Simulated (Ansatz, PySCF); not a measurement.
CH6Ti, SMILES [CH3][TiH3], multiplicity 1.

Geometry optimised at B3LYP-D3(BJ)/def2-TZVP. A frequency run showed that this geometry is not a minimum. The multiplicity is an assumed one; no other spin state was optimised. The structure was generated by enumeration; whether it is a known compound was not checked.

Vertical ionisation energy (IE) and electron affinity (EA) in eV. Rows of orbital energies are one-electron estimates. Where ΔSCF, EOM or ADC give a negative EA the extra electron is unbound and the value depends on the basis.

```json
[
 {"level": "−ε(HOMO), −ε(LUMO), ωB97X/def2-TZVPD (PySCF)", "IE": "10.83", "EA": "0.25"},
 {"level": "−ε(HOMO), −ε(LUMO), PBE/def2-TZVPD (PySCF)", "IE": "6.99", "EA": "3.85"},
 {"level": "ΔSCF, CAM-B3LYP/def2-TZVPD (Ansatz), final states of multiplicity 2 and 2", "IE": "10.46", "EA": "1.24"},
 {"level": "ΔSCF, PBE/def2-TZVPD (Ansatz), final states of multiplicity 2 and 2", "IE": "10.13", "EA": "0.81"}
]
```

What vertical singlet–triplet gap does ΔSCF give with CAM-B3LYP/def2-TZVPD (Ansatz, a first-principles code) and with PBE/def2-TZVPD (Ansatz)? (Estimate from the structure and the level; the computed values follow.)

2.94 and 2.85 eV (triplet above singlet where positive).
